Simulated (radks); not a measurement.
The numbers below are computed, except where a source is named.
How relativity changes the ionisation of neutral copper ([Ar] 3d10 4s1) to Cu+ ([Ar] 3d10). Spin-unpolarised spherical Kohn-Sham, PBE, point nucleus unless stated (finite: rms radius 3.8823 fm), a radial shooting solver on a logarithmic mesh with Libxc functionals. A level marked "c x" has the speed of light scaled by that factor.

level,E(Cu) (hartree),E(Cu+) (hartree),IE (eV),HOMO,<r> HOMO (bohr)
non-rel.,-1640.29026,-1639.99952,7.912,4s,2.998
scalar-rel.,-1654.84918,-1654.54974,8.148,4s,2.936
"scalar-rel., finite nucleus",-1654.84183,-1654.54239,8.148,4s,2.936
Dirac,-1654.90168,-1654.60222,8.149,4s1/2,2.936
"Dirac, finite nucleus",-1654.89433,-1654.59487,8.149,4s1/2,2.936
"Dirac, c x 0.85",-1660.69015,-1660.38715,8.245,4s1/2,2.912
"Dirac, c x 1.25",-1649.56671,-1649.27047,8.061,4s1/2,2.959
"Dirac, c x 5",-1640.86245,-1640.57137,7.921,4s1/2,2.996

NIST Atomic Spectra Database: 7.726 eV (measured). The relativistic part of the total energy of Cu is -14.6 hartree (Dirac, finite nucleus), 0.89 % of the non-relativistic value. Spin polarisation and multiplet splitting of open shells are left out at every level.

Beside tabulated values, note that spin-unpolarised runs miss the spin-polarisation part of the exchange energy of open shells.
